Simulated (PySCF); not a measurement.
# Polarisability and C₆ of Ge³¹⁺ (germanium, charge +31)

1s1, 2S determinant. Calculation: PySCF 2.14, in an uncontracted even-tempered set (15 s from 40 bohr⁻², ratio 2.2; 7 p from 60 bohr⁻², ratio 2.4; 4 d from 180 bohr⁻², ratio 2.4; 3 f from 270 bohr⁻², ratio 2.4; 3 g from 410 bohr⁻², ratio 2.4); the non-relativistic Hamiltonian (point nucleus). Coupled (time-dependent) response in atomic units; α is the mean over directions.

```json
{"method": "UHF", "mean α (bohr³)": "4.291e-06", "C₆ (like pair)": "6.052e-09", "S(−4)": "2.416e-11"}
```

S(−4) is the Cauchy moment in α(ω) = α(0) + S(−4) ω² + …

α(iu) at UHF:

| u (hartree) | α(iu) (bohr³) |
| --- | --- |
| 0 | 4.291e-06 |
| 40.0 | 4.253e-06 |
| 80.0 | 4.142e-06 |
| 160 | 3.757e-06 |
| 240 | 3.261e-06 |
| 320 | 2.763e-06 |
| 400 | 2.320e-06 |
| 600 | 1.511e-06 |
| 800 | 1.029e-06 |
| 1200 | 5.474e-07 |
| 2000 | 2.235e-07 |

A single London oscillator, α(iu) = α/(1 + u²/ω²), gives C₆ = (3/4) ω α². Matching the computed C₆ needs ω = 4 × 6.052e-09 / (3 × 4.291e-06²) = 438 hartree.

For a non-relativistic one-electron ion the exact value is 9/(2Z⁴) = 4.292e-06 bohr³; Hartree-Fock is exact here up to the basis.

For an ion, C₆ is the dispersion term alone; charge-induced terms of lower order in 1/R come first.
